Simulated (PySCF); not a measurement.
Species: C4H8F2Si.
SMILES with atom numbers: `[F:1][CH:2]([F:3])[C@@H:4]1[CH2:5][CH2:6][SiH2:7]1` (hydrogens: H8 on C2; H9 on C4; H10, H11 on C5; H12, H13 on C6; H14, H15 on Si7)

Method used: PySCF, TDDFT CAM-B3LYP/def2-SVPD, vertical, gas phase, core orbitals frozen in the response. Geometry: PBE0-D3(BJ)/def2-SVP, one conformer, isolated molecule. Torsions of this conformer, `[F:1][CH:2]([F:3])[C@@H:4]1[CH2:5][CH2:6][SiH2:7]1`: F1–C2–C4–C5 176°.

Each state is given a Gaussian of 0.4 eV full width at half maximum, with ε(max) = 2.175×10⁸ f / Δν̃ (Δν̃ the width in cm⁻¹). The width is an assumption, not a result. The curve ends short of the highest state used, and states not computed would add to its high-energy end.

E (eV), ε (L mol⁻¹ cm⁻¹) and a bar:
```
     6.66          3 
     6.69          6 
     6.73         13 
     6.76         22 
     6.80         43 
     6.84         79 
     6.87        120 #
     6.91        200 #
     6.94        283 ##
     6.98        427 ##
     7.01        561 ###
     7.05        769 ####
     7.09        996 #####
     7.12       1167 ######
     7.16       1373 #######
     7.19       1496 ########
     7.23       1599 #########
     7.27       1620 #########
     7.30       1582 #########
     7.34       1469 ########
     7.37       1355 #######
     7.41       1194 ######
     7.44       1091 ######
     7.48       1012 #####
     7.52       1041 ######
     7.55       1154 ######
     7.59       1444 ########
     7.62       1769 ##########
     7.66       2332 #############
     7.69       2832 ###############
     7.73       3551 ###################
     7.77       4260 #######################
     7.80       4732 ##########################
     7.84       5221 ############################
     7.87       5449 #############################
     7.91       5549 ##############################
     7.95       5428 #############################
     7.98       5223 ############################
     8.02       4860 ##########################
     8.05       4573 #########################
     8.09       4251 #######################
     8.12       4105 ######################
     8.16       4097 ######################
     8.20       4350 ########################
```

**Question.** Locate the maxima and give the states behind the curve.

**Answer.** 171 nm (7.26 eV), ε about 1600, made up of S1 (100%); 157 nm (7.91 eV), ε about 5500, made up of S3 (82%) (ε in L mol⁻¹ cm⁻¹; maxima over ε = 5, shares over 10%). At its high-energy end, 8.20 eV, the curve is still rising (ε about 4400, from S3, S4, S6 and S7). The states used: S1 7.26 eV (f 0.024); S2 7.82 eV (f 0.0076); S3 7.89 eV (f 0.068); S4 8.13 eV (f 0.017); S5 8.30 eV (f 0.0021); S6 8.40 eV (f 0.018); S7 8.49 eV (f 0.103); S8 8.67 eV (f 0.037); S9 8.74 eV (f 0.042); S10 8.80 eV (f 0.042).

**Question.** Coming from long wavelengths, where does ε first pass 100 L mol⁻¹ cm⁻¹?

**Answer.** At about 181 nm (6.86 eV), 0.40 eV below S1.

**Question.** What would ε be at 7.91 eV, the highest of these maxima, with half the width (0.2 eV)?

**Answer.** About 9560 L mol⁻¹ cm⁻¹ against 5550, a factor of about 1.7; a lone state at its own centre would give exactly 2.

The vertical ionisation energy (ΔSCF) is 10.50 eV, 1.70 eV above S10.

Without π bonds the low states are Rydberg-like; a valence basis with one diffuse set may place them up to an eV too high.
